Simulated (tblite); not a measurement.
`CC#C[P@H](=S)C(C)C`. Computed geometry: GFN2-xTB, gas phase.

```
atom  x, y, z in Å
C1     3.8650   -0.3936    0.1999
C2     2.5187    0.1057    0.3160
C3     1.3919    0.5381    0.3400
P4    -0.2461    1.0903    0.6640
S5    -0.7505    1.1392    2.5277
C6    -1.3052    0.0695   -0.4672
C7    -2.7062    0.6646   -0.4681
C8    -1.2869   -1.3652    0.0401
H9     4.4621   -0.0377    1.0390
H10    4.3150   -0.0492   -0.7309
H11    3.8553   -1.4834    0.2086
H12   -0.2435    2.3281    0.0070
H13   -0.8651    0.1242   -1.4696
H14   -3.1140    0.6541    0.5424
H15   -2.6879    1.6964   -0.8200
H16   -3.3666    0.0893   -1.1146
H17   -1.9165   -2.0024   -0.5781
H18   -1.6583   -1.3979    1.0645
H19   -0.2710   -1.7608    0.0317
```

Task: What is the repulsion energy of the bare nuclei, Σ ZA·ZB/RAB?

Result: 511.74 Eh over 171 pairs, with full nuclear charges and distances in bohr; the largest single term is 65.76 Eh (P4 with S5).

Task: Which two atoms are farthest apart?

Result: H9···H16, 8.12 Å; the next longest distance is 7.69 Å.

Task: Work out the bond lengths C1–C2, C1–H9, C3–P4, P4–C6 in pm.

Result: For C1–C2 the difference vector is (-1.3463, 0.4993, 0.1161) Å, of length 1.4406 Å. C1–C2 144.1; C1–H9 109.0; C3–P4 175.9; P4–C6 185.6 pm.

Task: How far apart are these pairs, which share no bond: C3···S5, C8···H9, H11···H18, H12···H13, H12···H14, H18···H19?

Result: C3···S5 3.120 Å (2 bonds apart); C8···H9 5.984 Å (6 bonds apart); H11···H18 5.580 Å (7 bonds apart); H12···H13 2.725 Å (3 bonds apart); H12···H14 3.366 Å (4 bonds apart); H18···H19 1.767 Å (2 bonds apart).

Task: How far are the heavy atoms from their best plane (unweighted least squares)?

Result: 0.576 Å rms; C1 0.10, C2 0.12, C3 0.37, P4 0.49, S5 0.63, C6 0.27, C7 0.64, C8 1.17 Å (magnitudes).

Task: What are the angles C2–C1–H11, C3–P4–S5, H15–C7–H16, H14–C7–H16?

Result: From the scalar product of the two bond vectors; for C2–C1–H11 it is -0.5301 Å² over 1.4406 × 1.0899 Å², cos θ = -0.3376. C2–C1–H11 109.7°; C3–P4–S5 115.4°; H15–C7–H16 108.6°; H14–C7–H16 108.6°.

Task: Write the matrix of distances between heavy atoms (Å, lower triangle).

Result: 
```
C1    0.000
C2    1.441  0.000
C3    2.646  1.207  0.000
P4    4.395  2.955  1.759  0.000
S5    5.392  4.080  3.120  1.931  0.000
C6    5.234  3.903  2.854  1.856  3.228  0.000
C7    6.689  5.313  4.179  2.741  3.609  1.522  0.000
C8    5.245  4.089  3.300  2.739  3.570  1.522  2.528  0.000
```

Its lowest GFN2-xTB frequency is 10i cm⁻¹, too small to tell a flat minimum from a shallow saddle. One conformer, not necessarily the lowest. 2 starts were optimised and ended at 0.00 and 0.05 kcal/mol (GFN2-xTB); the lowest of these is shown.
